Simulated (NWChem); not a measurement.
System: CH3AlCl, doublet; SMILES [CH3][Al][Cl]

Input file for NWChem:

```
start job
memory heap 200 mb stack 900 mb global 1100 mb
geometry units angstroms noautoz
  Al     0.707129     0.486531    -0.005178
  C     -0.452602     2.099825    -0.006854
  H     -1.080781     2.096369     0.893099
  H     -1.113982     2.071554    -0.882132
  H      0.126722     3.027724    -0.029868
  Cl    -0.304577    -1.410566     0.004501
end
basis spherical
  * library 6-31g*
end
dft
  odft
  mult 2
  xc xpbe96 cpbe96
  iterations 150
end
tddft
  cis
  nroots 6
end
task tddft energy
```

Structure relaxed at the B3LYP/6-31G* (spherical d), spin-unrestricted level. This spin state was assumed; another may lie lower. No stability test was run on the SCF state.

Vertical excitations in the gas phase. Excited states of an open shell can be spin-contaminated.

Task: Predict the main results of this run. (PBE/6-31G* (spherical d), spin-unrestricted, TDA.) Quantities: lowest excitation (eV); oscillator strength of that lowest state; lowest state with f > 0.02 (eV); oscillator strength of that bright state; lowest empty minus highest occupied level, either spin (eV).

Result: 
```json
{
 "lowest excitation (eV)": "2.52",
 "oscillator_strength_of_that_lowest_state": "0.037",
 "lowest state with f > 0.02 (eV)": "2.52",
 "oscillator_strength_of_that_bright_state": "0.037",
 "lowest empty minus highest occupied level, either spin (eV)": "1.46"
}
```
